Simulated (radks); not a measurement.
Results of a calculation; reference values are marked as such.
Question: These are the eigenvalues of the occupied orbitals of an atom or ion with whole-number occupations (eV). Code: a radial shooting solver on a logarithmic mesh with Libxc functionals. Model: Dirac Kohn-Sham, exchange-only PBE, spin-unpolarised, spherical densities, finite nucleus; Fermi nuclear charge, rms radius of each element as measured or else 0.836 A^(1/3) + 0.57 fm.

orbital  eigenvalue
1s1/2     -50572.69
2s1/2     -8789.218
2p1/2     -8372.873
2p3/2     -7677.106
3s1/2     -2358.194
3p1/2     -2178.190
3p3/2     -2034.636
3d3/2     -1724.258
3d5/2     -1692.974
4s1/2     -856.7471
4p1/2     -784.6958
4p3/2     -748.1308
4d3/2     -628.2470
4d5/2     -620.9543

Which element is it, and in what charge state? The configuration may be excited. Open shells, if any, fill j = l - 1/2 first.

Answer: Z = 64, gadolinium, charge +20: Gd20+ in [Kr] 4d8. The list shows which subshells hold electrons but not how many an open one holds; the 1s level, -1858.5 hartree, gives Z - s = 61.0 by -(Z - s)^2/2, which with screening and relativity narrows Z to a few neighbours, and the depths of the outer levels then fix element, charge and occupations together.
